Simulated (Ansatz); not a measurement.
Two spin states of BO+, each at its own minimum; 2S+1 = 1, 3, 5 were tried, and our sources give no spin for the ground state.

```json
[
 {"level": "PBE/def2-TZVPP", "energy of the multiplicity-3 state above the multiplicity-1 state (kJ/mol)": "62.7"},
 {"level": "PBE0/def2-TZVPP", "energy of the multiplicity-3 state above the multiplicity-1 state (kJ/mol)": "16.9"},
 {"level": "wB97X-V/def2-TZVPP", "energy of the multiplicity-3 state above the multiplicity-1 state (kJ/mol)": "26.9"},
 {"level": "CCSD/def2-TZVPP", "energy of the multiplicity-3 state above the multiplicity-1 state (kJ/mol)": "23.1"},
 {"level": "CCSD(T)/def2-TZVPP", "energy of the multiplicity-3 state above the multiplicity-1 state (kJ/mol)": "50.8"}
]
```

The rows run from 16.9 (PBE0/def2-TZVPP) to 62.7 kJ/mol (PBE/def2-TZVPP). The 3 functionals in def2-TZVPP without D3 or D4 span 45.7, from PBE0 to PBE.

Each state is the lowest solution found for its spin in def2 and cc sets. The singlet is a restricted closed-shell determinant, which can mix singlet states where a π or δ shell is part-filled.

Frozen-core correlation.

Doubts at one or more of the structures used: T1 above 0.05 (CCSD/def2-TZVPP, CCSD(T)/def2-TZVPP).

Programs: Ansatz (Gaussian orbitals). Values without a source in brackets are computed.

Ansatz is a program for electronic structure.
